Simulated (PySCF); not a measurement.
## Chromium: highly charged ions in a basis for the neutral atom

Cr¹⁹⁺ [He] 2s2 2p1, Cr²⁰⁺ [He] 2s2. All numbers are calculated (PySCF 2.14, no relativity, point nucleus, in 6-31G* (5s4p2d1f, 34 functions)). No spin-orbit coupling, so a gap to NIST mixes the basis error with missing relativistic terms.

Changed run: basis of the neutral atom used for a highly charged ion. This setting is unsound on purpose.

```json
{"species": "Cr¹⁹⁺", "method": "UHF", "sound run (hartree)": "not run", "changed run (hartree)": "-736.69813", "converged": "yes"}
{"species": "Cr¹⁹⁺", "method": "LDA", "sound run (hartree)": "not run", "changed run (hartree)": "-734.73181", "converged": "yes"}
{"species": "Cr¹⁹⁺", "method": "M06-L", "sound run (hartree)": "not run", "changed run (hartree)": "-736.89190", "converged": "yes"}
{"species": "Cr²⁰⁺", "method": "UHF", "sound run (hartree)": "not run", "changed run (hartree)": "-682.29873", "converged": "yes"}
{"species": "Cr²⁰⁺", "method": "LDA", "sound run (hartree)": "not run", "changed run (hartree)": "-680.38173", "converged": "yes"}
{"species": "Cr²⁰⁺", "method": "M06-L", "sound run (hartree)": "not run", "changed run (hartree)": "-682.42440", "converged": "yes"}
```

Ionisation energy of Cr¹⁹⁺:

```tsv
method	changed run (eV)	NIST (eV)
UHF	1480.3	1495.1 ± 0.7
LDA	1478.9	1495.1 ± 0.7
M06-L	1482.1	1495.1 ± 0.7
```

The contracted functions were made for the neutral atom and can be too rigid for a highly charged ion.
